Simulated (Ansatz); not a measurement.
Reaction (ligand exchange at a B–N bond): `OBN[SiH3]` + `OCS` → `OBSCO` + `N[SiH3]`

Gas-phase electronic energies from Ansatz, PBE0-D4/def2-TZVP geometries. CCSD(T)/CBS is the MP2 limit (def2-TZVPP, def2-QZVPP) plus CCSD(T) − MP2 in def2-TZVPP, frozen cores. This one scheme is used for every species. Functionals use def2-TZVPP. One conformer a species, not always the lowest.

```
        level  ΔE (kcal/mol)
       PBE-D4            6.0
      PBE0-D4            7.0
      ωB97M-V            8.5
MP2/CBS(def2)            7.6
```

**Question.** What does CCSD(T)/CBS give? (Estimate.)

**Answer.** Computed: +8.3 kcal/mol. The listed levels differ from it by -2.3, -1.3, 0.2, -0.7 kcal/mol.

Largest T1 diagnostic among the species: 0.013.

From PBE to PBE0 (25 % exact exchange), in def2-TZVPP and without D4, ΔE moves by +1.1 kcal/mol. In def2-TZVPP, CCSD(T) changes the Hartree–Fock value by −2.7 kcal/mol (the triples alone add −0.8 kcal/mol) and MP2 by −3.4 kcal/mol.
